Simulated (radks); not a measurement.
Polarisability of the promethium ion Pm+, [Xe] 4f5 6s1, at imaginary frequency. Method: scalar-relativistic Kohn-Sham, LDA (Slater exchange, VWN5 correlation), spin-unpolarised, spherical densities, finite nucleus; Fermi nuclear charge, rms radius 4.962 fm; computed with a radial shooting solver on a logarithmic mesh with Libxc functionals. Response by self-consistent Sternheimer equations with the Hartree and adiabatic LDA kernel, the relativistic mass of each level held fixed and spin-orbit coupling left out.

| w (hartree) | alpha1(iw) (bohr^3) |
|---|---|
| 0.00266 | 78.93 |
| 0.0143 | 78.01 |
| 0.0360 | 73.30 |
| 0.0697 | 61.71 |
| 0.118 | 44.98 |
| 0.186 | 29.57 |
| 0.280 | 19.08 |
| 0.413 | 12.78 |
| 0.605 | 8.851 |
| 0.892 | 6.055 |
| 1.35 | 3.853 |
| 2.12 | 2.173 |
| 3.59 | 1.046 |
| 6.94 | 0.3938 |
| 17.5 | 0.08810 |

Static values: alpha1 = 78.96 bohr^3 (11.70 angstrom^3; uncoupled 150.4). C6 = 709.6, triple-dipole C9 = 38300 atomic units. One-pole (London) frequency 4 C6 / (3 alpha1^2) = 0.152 hartree, against 0.310 for minus the highest occupied eigenvalue.
